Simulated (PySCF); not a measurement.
# From computed data to an observable: entropy of an ideal gas

CClF2, SMILES F[C](Cl)F, multiplicity 2.

Coordinates come from a B3LYP-D3(BJ)/def2-TZVP optimisation. The isomer is the one that the SMILES or the coordinates give; other isomers of the formula were not compared.

B3LYP-D3(BJ)/def2-TZVP run with PySCF gives the harmonic wavenumbers 361, 417, 594, 743, 1149, 1205 cm⁻¹ and the rotational temperatures 0.5229, 0.2332, 0.1647 K. The molar mass is 85.46 g/mol, the symmetry number 1, the spin multiplicity 2.

Q: Work out the entropy at 298.15 K and 1 atm in the rigid-rotor, harmonic-oscillator model.

A: 
Translation (Sackur–Tetrode at 1 atm): S = R[1.5 ln M + 2.5 ln T − 1.16487] = 164.2 J/(mol K).
Rotation: q = (√π/σ) T^1.5/√(θA θB θC) = 64400, S = R[ln q + 3/2] = 104.5 J/(mol K).
Vibration: with u = 1.4388 ν/T, each mode gives R[u/(e^u − 1) − ln(1 − e^−u)]:
```
ν (cm⁻¹)  modes     u  S (J/(mol K))
--------  -----  ----  -------------
361           1  1.74           4.68
417           1  2.01           3.77
594           1  2.87           1.93
743           1  3.59           1.08
1149          1  5.54           0.21
1205          1  5.81           0.17
```
These are all the modes. Sum 11.8 J/(mol K).
Spin: R ln 2 = 5.8 J/(mol K).
Total 286.4 J/(mol K); the program's own thermochemistry gives 286.4. Translation makes up 57 % and vibration 4 %. Anharmonicity, hindered rotation and orbital degeneracy are left out.
